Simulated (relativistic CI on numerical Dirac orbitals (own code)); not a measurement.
**d1 to d9 in one octahedral field**

Computed with a parametric ligand-field model without spin-orbit coupling, by exact diagonalisation: B = 510, C = 2090, 10Dq = 32900 cm⁻¹ (Oh; |10Dq|/B = 64.5) for every shell. Energies in cm⁻¹; the field energy is (0.6 n_e − 0.4 n_t2) × 10Dq of the ground term; g labels are left out. So small a B with so large a field is typical of 4d and 5d ions, where spin-orbit coupling, left out here, reaches 1,000 to 4,000 cm⁻¹.

| Shell | Ground term | Electrons in e | Field energy | First spin-allowed bands | Lowest term of other spin |
| --- | --- | --- | --- | --- | --- |
| d1 | 2T2 | 0.000 | -13160 | 2E 32900 |  |
| d2 | 3T1 | 0.007 | -26105 | 3T2 31618, 3T1 37986 | 1T2 7392 |
| d3 | 4A2 | 0.000 | -39480 | 4T2 32900, 4T1 38693 | 2E 10376 |
| d4 | 3T1 | 0.010 | -52298 | 3E 30792, 3T1 31306 | 1T2 6459 |
| d5 | 2T2 | 0.020 | -65133 | 2A2 29999, 2T1 30182 | 4T1 22682 |
| d6 | ? | ? | ? | ? | ? |
| d7 | 2E | 1.010 | -58892 | 2T1 31175, 2T2 31711 | 4T1 22652 |
| d8 | 3A2 | 2.000 | -39480 | 3T2 32900, 3T1 38693 | 1E 8213 |
| d9 | 2E | 3.000 | -19740 | 2T2 32900 |  |

Question: Fill in the row of d6.

Answer: Ground term: 1A1; Electrons in e: 0.016; Field energy: -78449; First spin-allowed bands: 1T1 31288, 1T2 38745; Lowest term of other spin: 3T1 26901. Low spin: d4, d5, d6, d7; the other shells keep the spin of the free ion. Only d4 to d7 can choose; the field needed to pair spins is smallest for d6 and largest for d5, which loses most exchange energy. In the strong-field picture 10Dq must exceed about 6B + 5C = 13510 (d4), 7.5B + 5C = 14275 (d5), 2.5B + 4C = 9635 (d6) and 4B + 4C = 10400 (d7); mixing of terms shifts these bounds somewhat.
